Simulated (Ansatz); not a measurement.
This geometry of CH$_{5}$NO$_{2}$Si (10 atoms, charge 0, multiplicity 1) is a first-order saddle point.

Computed with RKS PBE0-D4/6-31G* (Ansatz).

```xyz
10
Properties=species:S:1:pos:R:3
N -0.795 1.060 1.071
C 0.246 0.546 0.331
O 0.553 -0.847 0.620
Si 0.386 -1.186 -1.012
O -0.031 0.434 -1.092
H -0.673 1.877 1.640
H -1.698 0.618 1.048
H 1.139 1.161 0.487
H -0.684 -2.156 -1.372
H 1.641 -1.558 -1.718
```

Q: Which two structures does it join? (They come from a converged band through this point; their orientation in space is the band's.)

A: No bond is made or broken. The height of N1 over the plane of its neighbours goes from 0.35 to -0.35 Å. The two ends are copies of one structure, up to a mirror image or an exchange of like atoms.

First end point:

```xyz
10
Properties=species:S:1:pos:R:3
N -0.700 0.942 1.298
C 0.314 0.498 0.436
O 0.568 -0.895 0.611
Si 0.337 -1.111 -1.041
O -0.010 0.525 -0.992
H -0.843 1.942 1.209
H -1.573 0.459 1.108
H 1.218 1.095 0.595
H -0.783 -2.015 -1.420
H 1.556 -1.490 -1.801
```

Last end point:

```xyz
10
Properties=species:S:1:pos:R:3
N -0.821 1.217 0.949
C 0.255 0.630 0.269
O 0.555 -0.758 0.633
Si 0.358 -1.161 -0.979
O -0.035 0.469 -1.118
H -0.593 1.378 1.924
H -1.650 0.633 0.890
H 1.159 1.229 0.424
H -0.739 -2.115 -1.294
H 1.594 -1.572 -1.696
```

Q: How far does it lie above each of them?

A: 0.132 eV above the first and 0.132 eV above the second. This is the barrier of this one path; another mechanism may lie lower.

The run took 2.3 min on 1 thread of Arm Neoverse V1, on a shared host, peak memory 0.18 GiB.
